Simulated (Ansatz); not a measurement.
Wavefunction ladder for C2H7Cl3O3W, SMILES `C[O][W]([OH])([Cl])([Cl])([Cl])[O]C`

```
atom   x (Å)   y (Å)   z (Å)
  C1  -1.736   2.112   0.894
  O2  -1.559   0.750   0.667
  W3  -0.328  -0.488   0.090
  O4  -1.559  -1.635  -0.713
 Cl5  -0.140   0.898  -1.788
 Cl6   1.180   0.681   1.463
 Cl7  -0.590  -1.947   1.921
  O8   1.175  -1.310  -0.580
  C9   2.470  -1.056  -1.024
 H10  -0.980   2.465   1.602
 H11  -1.627   2.650  -0.054
 H12  -2.737   2.272   1.299
 H13  -1.972  -2.424  -0.355
 H14   3.037  -0.562  -0.230
 H15   2.940  -2.004  -1.290
 H16   2.426  -0.403  -1.902
```

The species carries charge 0 and has multiplicity 1. Correlated methods include outer-core shells of W, which these sets cover unevenly. W: def2 effective core potential. All single points use the PBE0-D4/def2-TZVP geometry. It is one conformer, not always the lowest. Frozen core, restricted reference, Ansatz 0.2.0.

```tsv
basis	HF (Eh)	MP2 corr.	CCSD corr.	(T)	CCSD(T) total
def2-SVP	-1748.75836	-1.65750	?	-0.06687	?
def2-TZVPP	?	-2.18001	?	?	?
def2-QZVPP	-1749.69001	-2.37765	–	–	–
```

(1) Fill in the withheld values. (An estimate is asked.)

Answers

(1) Computed: def2-SVP CCSD corr.: -1.67048; def2-SVP CCSD(T) total: -1750.49571; def2-TZVPP HF (Eh): -1749.63623; def2-TZVPP CCSD corr.: -2.18522; def2-TZVPP (T): -0.11409; def2-TZVPP CCSD(T) total: -1751.93554.
